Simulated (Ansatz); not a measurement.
`C[O][Zr]([CH3])([OH])[Cl]` and `C[O][Zr]([CH3])([NH2])[OH]` differ in one atom or group.

Ansatz, PBE0-D4/def2-TZVP geometries, multiplicity 1. Each molecule was computed in one conformer, which needn't be the lowest.

Elements past krypton have def2 core potentials.

```json
{"property": "LUMO energy (PBE/def2-TZVPP) / eV", "`C[O][Zr]([CH3])([OH])[Cl]`": "-1.59"}
{"property": "LUMO energy (ωB97M-V/def2-TZVPP) / eV", "`C[O][Zr]([CH3])([OH])[Cl]`": "0.70"}
{"property": "size of the dipole moment (B3LYP/def2-TZVPP) / D", "`C[O][Zr]([CH3])([OH])[Cl]`": "3.47"}
{"property": "HOMO energy (B3LYP/def2-TZVPP) / eV", "`C[O][Zr]([CH3])([OH])[Cl]`": "-7.28"}
{"property": "HOMO–LUMO gap (B3LYP/def2-TZVPP) / eV", "`C[O][Zr]([CH3])([OH])[Cl]`": "6.34"}
{"property": "HOMO–LUMO gap (ωB97M-V/def2-TZVPP) / eV", "`C[O][Zr]([CH3])([OH])[Cl]`": "10.52"}
```

Q: Give the same properties after the change, and the shifts. (An estimate is asked.)

A: The calculation gave: 
```tsv
property	`C[O][Zr]([CH3])([NH2])[OH]`	shift
LUMO energy (PBE/def2-TZVPP) / eV	-0.72	0.87
LUMO energy (ωB97M-V/def2-TZVPP) / eV	0.81	0.11
size of the dipole moment (B3LYP/def2-TZVPP) / D	2.12	-1.35
HOMO energy (B3LYP/def2-TZVPP) / eV	-6.58	0.70
HOMO–LUMO gap (B3LYP/def2-TZVPP) / eV	6.24	-0.10
HOMO–LUMO gap (ωB97M-V/def2-TZVPP) / eV	9.96	-0.56
```

With PBE0 the HOMO rises by 0.70 eV and the LUMO rises by 0.64 eV, so the gap narrows by about 0.06 eV. PBE moves the HOMO by 0.69 eV and ωB97M-V by 0.66 eV. Dipoles are sizes alone; their direction can turn.

B3LYP here is the variant with VWN-RPA as its local correlation; programs differ in this.
